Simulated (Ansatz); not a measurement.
Job for Ansatz (an electronic-structure program): U-PBE/def2-TZVPP on O2Ru (SMILES [O]=[Ru]=[O]), 2S+1 = 3, a spin state set in the input, which need not be the lowest. Elements past Kr take the def2 small-core potentials; no spin–orbit coupling.

Ansatz 0.2 input:
```yaml
crystal:
  periodic: [false, false, false]
  atoms:
    - {symbol: Ru, position_ang: [0.23829354, -0.07943618, 0.26111279]}
    - {symbol: O, position_ang: [1.06920197, 0.25082030, -1.15905319]}
    - {symbol: O, position_ang: [-1.34076424, -0.12411252, 0.82762077]}
basis:
  gaussian:
    orbitals: def2-TZVPP
hamiltonian:
  xc: {name: PBE}
magnetization: {spin_polarized: true, initial_magnetization: 2}
```

Output:

```
WARN ansatz: RAYON_NUM_THREADS=1 ignored (pool sized by the plan → 1); use --threads N
Functional definition: PBE
integrals: 0.03 GiB planned
631 factors; their error is unknown
mean field: 0.37 GiB planned
mean field evaluation 1: about -6659.0200 eV, gradient 6.5e1 eV
mean field evaluation 2: about -6432.1095 eV, gradient 2.1e2 eV
mean field evaluation 4: about -6672.3752 eV, gradient 2.2e1 eV
mean field evaluation 8: about -6674.1633 eV, gradient 9.0e-2 eV
mean field evaluation 16: about -6674.1619 eV, gradient 1.1e-4 eV
mean field evaluation 32: about -6674.1932 eV, gradient 1.4e-3 eV
mean field evaluation 64: about -6674.1932 eV, gradient 1.3e-6 eV
mean field evaluation 96: about -6672.8738 eV, gradient 8.1e-1 eV
mean field evaluation 128: about -6674.1159 eV, gradient 3.3e0 eV
mean field -6674.19323680 eV, -245.2720775218 hartree, gradient 4.1e-6 eV, S^2 2.005175; 11 other end points of the search recorded, 0 dependent functions left out
reference -6674.19328791 eV, -245.2720793999 hartree; 17, 15 occupied and 101, 103 virtual orbitals, 631 factors
Total energy: -6674.19328791 eV, -245.2720793999 hartree
```

The run converged.

Cost: around 29 core-seconds (rough).
